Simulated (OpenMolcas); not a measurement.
**Pb II: the spin-orbit constant, worked from levels**

```json
{
  "Program": "OpenMolcas",
  "Basis": "ANO-RCC-VTZP [8s7p5d3f2g]",
  "Scalar Hamiltonian": "DKH2, point nucleus",
  "Active space": "3 electrons in 4 orbitals (6s 6p)",
  "State averaging": "2S+1 = 4 odd, 1 root (0 in the spin-orbit step); 2S+1 = 2 odd, 3 roots; 2S+1 = 4 even, 3 roots; 2S+1 = 2 even, 9 roots",
  "Spin-orbit coupling": "state interaction with AMFI integrals over the reference wave functions, term energies averaged over their components"
}
```

Methods: CASSCF; SS-CASPT2, IPEA 0.25 Eh, imaginary shift 0.1 Eh (closed shells correlated: 5d). Measured levels: NIST Handbook of Basic Atomic Spectroscopic Data.

**The spin-orbit constant.** For the Hund term 2P* of p1, E(J) = (A/2) J(J+1) + constant and ζ = 2S·A = A. From J = 1/2 to J = 3/2 the energy changes by 1.5 A.

```
   Source  E(3/2) - E(1/2)       A     ζ
   CASSCF          12372.4  8248.3  8248
SS-CASPT2          12372.4  8248.3  8248
 measured          14081.1  9387.4  9387
```

All in cm-1. SS-CASPT2 is off by -12.1 % and CASSCF by -12.1 %. Both methods take the spin-orbit matrix elements from the reference wave functions, so the second can move ζ only through the term energies and any multistate remixing.

Over all roots computed the reference weight is 0.86 to 0.93 in SS-CASPT2; the roots of lowest weight are the least certain, and an intruder state may touch them. Some high roots are left out of the spin-orbit mixing, which shifts the levels that they would mix with. Spin-orbit splittings of 6p shells tend to come out small when the coupling is added on scalar orbitals. Measured partners are found by configuration, term and J. A level has none where our copy of the source lacks it or the pairing is in doubt (some pairs that miss far off the trend of their configuration count as doubtful), and it then counts in no deviation. Only configurations of the active space appear.

* marks odd parity.
